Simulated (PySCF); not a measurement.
Geometries of 2 isomers of C2H9OPSi, from PBE0-D3(BJ)/def2-SVP geometry optimisation, gas phase (PySCF). One conformer each, no zero-point energy, no frequencies.

Question: Which isomer lies lower at this level?
A.
```xyz
14
angstrom
C     -1.990    0.028    0.240
C     -0.624    0.705    0.150
Si     0.809   -0.505    0.267
O      0.699   -1.708   -0.890
P      2.732    0.659   -0.047
H     -2.125   -0.476    1.210
H     -2.815    0.748    0.123
H     -2.102   -0.741   -0.540
H     -0.503    1.462    0.945
H     -0.524    1.258   -0.802
H      0.769   -1.239    1.564
H      0.798   -1.431   -1.805
H      2.605    1.365    1.190
H      3.563   -0.361    0.507
```
B.
```xyz
14
angstrom
C      1.722   -1.491    0.162
O      0.358   -1.256   -0.035
Si    -0.391    0.203    0.266
C     -2.167    0.031   -0.266
P      0.621    1.821   -0.970
H      1.931   -2.557   -0.018
H      2.045   -1.252    1.193
H      2.348   -0.903   -0.536
H     -0.293    0.513    1.730
H     -2.633   -0.825    0.247
H     -2.740    0.937   -0.016
H     -2.235   -0.138   -1.351
H     -0.238    2.836   -0.443
H      1.644    2.074   -0.004
```

Answer: A. That is `CC[Si@@H](O)P`, 8.3 kcal/mol below the other.

```csv
SMILES,atoms numbered as above,E (Eh),relative (kcal/mol),relative (kJ/mol),dipole (D)
CC[Si@@H](O)P,[CH3:1][CH2:2][Si@@H:3]([OH:4])[PH2:5],-787.01352,0.0,0.0,1.13
CO[Si@H](C)P,[CH3:1][O:2][Si@H:3]([CH3:4])[PH2:5],-787.00033,8.3,34.7,0.99
```

As drawn, the lower has an O–H bond, which the higher lacks.
